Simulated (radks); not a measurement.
Values are calculated unless marked as measured or tabulated.
Task: The table gives one normalised radial function P(r) = r R(r) of C+ in [He] 2s1 2p1 3d1 (r in bohr). Level of theory: non-relativistic Kohn-Sham, Wu-Cohen GGA, spin-unpolarised, spherical densities, point nucleus (a radial shooting solver on a logarithmic mesh with Libxc functionals).

r	P
0.009437	0.0007
0.01064	0.0009
0.012	0.0012
0.01353	0.0015
0.01525	0.0018
0.0172	0.0023
0.01939	0.0030
0.02186	0.0037
0.02465	0.0047
0.02779	0.0059
0.03158	0.0076
0.03561	0.0095
0.04015	0.0119
0.04527	0.0149
0.05104	0.0187
0.05755	0.0233
0.06489	0.0290
0.07316	0.0360
0.08249	0.0445
0.093	0.0549
0.1049	0.0676
0.1182	0.0828
0.1333	0.1010
0.1503	0.1227
0.1695	0.1482
0.1911	0.1780
0.2154	0.2125
0.2429	0.2520
0.2739	0.2965
0.3088	0.3460
0.3482	0.4001
0.3957	0.4621
0.4461	0.5230
0.503	0.5849
0.5672	0.6458
0.6395	0.7034
0.721	0.7546
0.8129	0.7960
0.9166	0.8234
1.033	0.8331
1.165	0.8222
1.314	0.7892
1.481	0.7342
1.67	0.6596
1.883	0.5697
2.123	0.4712
2.394	0.3718
2.699	0.2786
3.043	0.1978
3.431	0.1329
3.869	0.0837
4.362	0.0490
4.957	0.0252
5.589	0.0122
6.302	0.0053
7.106	0.0020
8.012	0.0007
9.033	0.0002
10.18	0.0000
11.48	0.0000
12.95	0.0000
14.6	0.0000
16.46	0.0000

Which n and l does it have? It may be an empty orbital.

Result: n = 2, l = 1: the number of nodes gives n - l - 1 = 0, the rise at small r (about r^(l+1)) gives l, and the extent must fit the shell. The curve is that of 2p. 2p: eigenvalue -24.962 eV, 0 radial nodes, <r> = 1.35 bohr, 90 % of the charge inside 2.21 bohr.
